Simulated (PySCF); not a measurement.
# A PySCF run on SiBi

State: ²Π (doublet), unpaired electrons π ↑.

An equivalent input (the run itself took its basis sets from the Basis Set Exchange, started from a PBE0 density and held the occupation σ 9α 9β, πx 4α 4β, πy 4α 3β, δx 1α 1β, δy 1α 1β):

```python
from pyscf import gto, scf, cc
mol = gto.M(atom='Si 0 0 0; Bi 0 0 2.465', basis={'Si': 'def2-SVPD', 'Bi': 'def2-SVPD'}, ecp={'Bi': 'def2-SVPD'},
            charge=0, spin=1, verbose=4, symmetry='C2v')
mf = scf.UHF(mol)
mf.irrep_nelec = {'A1': (10, 10), 'A2': (1, 1), 'B1': (4, 4), 'B2': (4, 3)}
mf.conv_tol = 1e-9
mf.max_cycle = 60
mf.diis_space = 10
mf.kernel()
mycc = cc.CCSD(mf, frozen=[[0, 1, 2, 3, 4, 5, 6, 7, 8, 52, 53, 54, 55], [0, 1, 2, 3, 4, 5, 6, 7, 8, 52, 53, 54, 55]])
mycc.run(conv_tol=1e-7, conv_tol_normt=1e-5, max_cycle=80, diis_space=8)
et = mycc.ccsd_t()
```

The SCF ended at -502.35050191 hartree. The coupled-cluster part of the log:

```
******** <class 'pyscf.cc.uccsd.UCCSD'> ********
CC2 = 0
CCSD nocc = (10, 9), nmo = (43, 43)
frozen orbitals [[0, 1, 2, 3, 4, 5, 6, 7, 8, 52, 53, 54, 55], [0, 1, 2, 3, 4, 5, 6, 7, 8, 52, 53, 54, 55]]
max_cycle = 80
direct = 0
conv_tol = 1e-07
conv_tol_normt = 1e-05
diis_space = 8
diis_start_cycle = 0
diis_start_energy_diff = 1e+09
Init t2, MP2 energy = -0.177988453606169
Init E_corr(UCCSD) = -0.177988453643571
cycle = 1  E_corr(UCCSD) = -0.187885807509404  dE = -0.00989735387  norm(t1,t2) = 0.109317
cycle = 2  E_corr(UCCSD) = -0.196273541192068  dE = -0.00838773368  norm(t1,t2) = 0.0401981
cycle = 3  E_corr(UCCSD) = -0.197453653786735  dE = -0.00118011259  norm(t1,t2) = 0.0266467
cycle = 4  E_corr(UCCSD) = -0.200009001331467  dE = -0.00255534754  norm(t1,t2) = 0.0148411
cycle = 5  E_corr(UCCSD) = -0.199876102443513  dE = 0.000132898888  norm(t1,t2) = 0.00626134
cycle = 6  E_corr(UCCSD) = -0.199819904221785  dE = 5.61982217e-05  norm(t1,t2) = 0.0031628
cycle = 7  E_corr(UCCSD) = -0.199915081487161  dE = -9.51772654e-05  norm(t1,t2) = 0.0018461
cycle = 8  E_corr(UCCSD) = -0.199905404789084  dE = 9.67669808e-06  norm(t1,t2) = 0.000845351
cycle = 9  E_corr(UCCSD) = -0.199913626443376  dE = -8.22165429e-06  norm(t1,t2) = 0.000355725
cycle = 10  E_corr(UCCSD) = -0.199918123110184  dE = -4.49666681e-06  norm(t1,t2) = 0.000168599
cycle = 11  E_corr(UCCSD) = -0.199918310375007  dE = -1.87264823e-07  norm(t1,t2) = 8.7956e-05
cycle = 12  E_corr(UCCSD) = -0.199918169010859  dE = 1.41364148e-07  norm(t1,t2) = 3.60886e-05
cycle = 13  E_corr(UCCSD) = -0.199918226758273  dE = -5.77474135e-08  norm(t1,t2) = 1.57142e-05
cycle = 14  E_corr(UCCSD) = -0.19991869047279  dE = -4.63714517e-07  norm(t1,t2) = 5.26742e-06
cycle = 15  E_corr(UCCSD) = -0.199918756686228  dE = -6.62134383e-08  norm(t1,t2) = 2.28346e-06
UCCSD converged
E(UCCSD) = -502.550420670323  E_corr = -0.1999187566862279
UCCSD(T) correction = -0.0117599578509176
```

T1 diagnostic 0.026, D1 0.117, 19 electrons correlated, 4 of the virtual orbitals (those above 20 hartree) left out.

Repeating this along the bond gives Re = 2.510 Å and ωe = 353 cm⁻¹.

A point of this curve took 15 CPU seconds beside 0.28 for the integrals, on Arm Neoverse N1 (shared host).

Correlated steps freeze 9 core orbitals. These are scalar-relativistic numbers at best; spin–orbit coupling would shift them, the dissociation energy most. The state is the lowest determinant that a PBE0 search found; another state may lie lower at other levels.
